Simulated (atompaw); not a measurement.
**Ranking PAW (atompaw) potentials for Er**

All share these settings but for the change named:

erbium, PAW, made with atompaw 4.2.0.5 (PBE, scalar-relativistic). Core [Kr] 4d10, reference 4f11 5s2 5p6 5d0 6s0 6p0 (charge +3). Waves: 5s (bound); 6s (bound, empty); 5p (bound); 6p (bound, empty); 5d (bound, empty); 5d channel at 2.6 Ry; 4f (bound); 4f channel at 0.4 Ry. Local part: vpsmatchnc scheme with l = 4 at 0 Ry, radius 2.30 bohr. Core correction: smooth core density matched at 3.00 bohr. Augmentation charge: besselshape compensation charge, radius 2.40 bohr; PAW radius 3.00 bohr; waves and projectors: bloechl.

Cutoff: the first of the cutoffs (Ry, on a coarse ladder) from which the occupation-weighted sum of valence levels, in a spherical-Bessel basis at the reference potential, stays within 10 and 1 mRy of its value at 400 Ry; the density cutoff is not measured.

The base gives 60 Ry.

Of 6 variants that were run, those that failed, showed a ghost or another fault, or gave nearly equal values are left out.

A variant can come out equal or close to the base.

Problem. Rank these variants from softest to hardest (loose cutoff).
A. wave 4f channel at 0.4 Ry becomes 4f channel at -1.96 Ry
B. local potential vpsmatchnc scheme with l = 4 at 0 Ry, radius 2.76 bohr
C. local potential bessel scheme, radius 2.30 bohr

Solution. C (30 Ry), B (45 Ry), A (60 Ry).
